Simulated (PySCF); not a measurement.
C₂H₃F₃O. Atoms are numbered in the order given.

```xyz
9

C     -0.0264     1.9368     0.0000
O     -0.7551     0.7218     0.0000
C     -0.0341    -0.4006     0.0000
F      0.7616    -0.4951     1.0727
F     -0.8599    -1.4284     0.0000
F      0.7616    -0.4951    -1.0727
H      0.6020     2.0180    -0.8999
H      0.6020     2.0180     0.8999
H     -0.7706     2.7408     0.0000
```

Coordinates come from a PBE0-D3(BJ)/def2-SVP optimisation.

These are M06-2X/def2-TZVP in PySCF values and carry that method's errors.

ESP charges are fitted to the potential on shells at 1.4 to 2.0 van der Waals radii. Atomic charges (e):

```json
[
 {"atom": "C1", "ESP fit": "-0.25", "Löwdin": "-0.32"},
 {"atom": "O2", "ESP fit": "-0.26", "Löwdin": "0.23"},
 {"atom": "C3", "ESP fit": "0.64", "Löwdin": "-0.85"},
 {"atom": "F4", "ESP fit": "-0.19", "Löwdin": "0.18"},
 {"atom": "F5", "ESP fit": "-0.18", "Löwdin": "0.22"},
 {"atom": "F6", "ESP fit": "-0.19", "Löwdin": "0.18"},
 {"atom": "H7", "ESP fit": "0.13", "Löwdin": "0.12"},
 {"atom": "H8", "ESP fit": "0.13", "Löwdin": "0.12"},
 {"atom": "H9", "ESP fit": "0.16", "Löwdin": "0.12"}
]
```

**Question.** Give the Mayer and Wiberg (Löwdin basis) orders of the bonds. (Estimate from the structure and the level; the computed values follow.)

**Answer.** 
| bond | Mayer | Wiberg |
|---|---|---|
| C1–O2 | 0.89 | 1.42 |
| O2–C3 | 1.21 | 1.68 |
| C3–F4 | 1.10 | 1.75 |
| C3–F5 | 1.16 | 1.81 |
| C3–F6 | 1.10 | 1.75 |
| C1–H7 | 0.97 | 0.94 |
| C1–H8 | 0.97 | 0.94 |
| C1–H9 | 0.97 | 0.93 |
